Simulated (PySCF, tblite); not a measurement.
Isomers of C5H14Si3. Calculated harmonic vibrations of the isolated species, GFN2-xTB (tblite), most abundant isotopes, no scaling. The method is semi-empirical: single wavenumbers can be off by several per cent or more. Modes of hydrogen on silicon can be 10 to 20 % off. One conformer each.

Electronic energies: PBE0-D3(BJ)/def2-SVP at its own geometries (PySCF, gas phase).

| SMILES | electronic energy, lowest = 0 (kcal/mol) |
| --- | --- |
| CC#C[SiH2][C@@H]([SiH3])[SiH2]C | 34.6 |
| C=C[Si]([SiH3])([SiH3])C1CC1 | 44.2 |
| C=CC1[SiH2]C[SiH2]C[SiH2]1 | 0.0 |

Q: How do GFN2-xTB zero-point energies change the relative energies?

A: 
```
                         SMILES  ZPE (kcal/mol)  of it from modes above 1550 cm⁻¹  electronic (kcal/mol)  with ZPE, lowest = 0 (kcal/mol)  lowest mode (cm⁻¹)  rings
     C=CC1[SiH2]C[SiH2]C[SiH2]1           101.7                              55.8                    0.0                              0.0                  55      1
CC#C[SiH2][C@@H]([SiH3])[SiH2]C            97.9                              55.5                   34.6                             30.8                 19i      0
   C=C[Si]([SiH3])([SiH3])C1CC1           100.7                              56.4                   44.2                             43.2                  37      1
```

The zero-point energies span 3.8 kcal/mol, from `CC#C[SiH2][C@@H]([SiH3])[SiH2]C` to `C=CC1[SiH2]C[SiH2]C[SiH2]1`. Slightly imaginary modes are left out of the zero-point energy: `CC#C[SiH2][C@@H]([SiH3])[SiH2]C` 18.5i cm⁻¹. The order is unchanged.

Q: And how do the electronic energies of GFN2-xTB itself compare?

A: `C=CC1[SiH2]C[SiH2]C[SiH2]1` 0.0; `CC#C[SiH2][C@@H]([SiH3])[SiH2]C` 18.8; `C=C[Si]([SiH3])([SiH3])C1CC1` 29.2 kcal/mol, lowest = 0. Against the energies above, taken from the same isomer `C=CC1[SiH2]C[SiH2]C[SiH2]1`, the largest difference is 15.8 kcal/mol. The two levels were optimised apart and needn't hold the same conformer.
